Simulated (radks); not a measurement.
The nitrogen ion N3+, configuration 1s1 2s2 3d1 (not the ground configuration). All-electron calculation, scalar-relativistic Kohn-Sham, PBE, spin-polarised, spherical densities, point nucleus; open shells are filled with parallel spins first. Program: a radial shooting solver on a logarithmic mesh with Libxc functionals.

Unscreened Slater integrals over Kohn-Sham orbitals (eV). They are taken over the spin-up orbitals. Empty in this configuration: 2p.

| integral | value |
|---|---|
| F0(3d,3d) | 10.444 |
| F2(3d,3d) | 5.3437 |
| F4(3d,3d) | 3.4439 |
| F0(3d,2s) | 13.294 |
| G2(3d,2s) | 2.9224 |
| F0(3d,1s) | 13.764 |
| G2(3d,1s) | 0.041562 |
| F0(3d,2p) | 13.410 |
| F2(3d,2p) | 3.6483 |
| G1(3d,2p) | 3.1921 |
| G3(3d,2p) | 1.8320 |
| F0(2s,2s) | 25.000 |
| F0(2s,1s) | 35.007 |
| G0(2s,1s) | 3.1514 |
| F0(2s,2p) | 26.421 |
| G1(2s,2p) | 15.325 |
| F0(1s,1s) | 117.98 |
| F0(1s,2p) | 39.203 |
| G1(1s,2p) | 6.5099 |
| F0(2p,2p) | 28.614 |
| F2(2p,2p) | 13.540 |

Derived for the open shells (J is the average intra-shell exchange parameter used in DFT+U). 3d: Racah B = F2/49 - 5 F4/441 = 0.07001 eV, C = 35 F4/441 = 0.2733 eV, C/B = 3.90, F4/F2 = 0.644, J = (F2 + F4)/14 = 0.6277 eV.
